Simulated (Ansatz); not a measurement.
# Relaxing a trial structure of ClGe2H3Si

The starting geometry of this gas-phase singlet was optimised with GFN2-xTB.

```xyz
7

Cl    1.7437    0.4829    2.3555
Ge    0.0678    1.7555    0.9381
Ge   -0.2600    1.1366    3.2572
Si   -1.2425   -0.2876    0.6882
H    -2.4433    0.0620   -0.0834
H    -0.4859   -1.2647   -0.1090
H    -1.7717   -1.1148    1.8006
```

**Question.** Where would you expect an optimisation with r2SCAN-D4/def2-SVP to take it?

**Answer.** A new bond forms, giving a structure with Cl1 bridging Ge2 and Ge3, H7 bridging Ge3 and Si4, given below by its coordinates. Distances that change by over a tenth: Ge3–Si4 (3.10 → 2.70 Å), Si4–H7 (1.48 → 1.66 Å). Contacts that close: Ge3–H7 (3.08 → 1.84 Å).

The energy falls by 0.27 eV over 11 steps:

```
step  E − E(last) (eV)
   1             0.270
   2             0.175
   3             0.144
   4             0.132
   5             0.120
   7             0.019
   8             0.016
   9             0.001
  10             0.000
  11             0.000
```

Final geometry (Å):

```xyz
7

Cl    1.5232    0.2364    2.2077
Ge    0.1471    1.9337    0.9283
Ge   -0.6754    0.7300    3.0450
Si   -1.0922   -0.0969    0.5074
H    -2.5219   -0.0087    0.0701
H    -0.4434   -1.3580    0.0402
H    -1.3292   -0.6664    2.0486
```

Frequencies at the end are all real (lowest 137 cm⁻¹). Run with Ansatz 0.2.0, 25 s on 2 threads of Intel(R) Xeon(R) 6975P-C (Granite Rapids) (shared host).
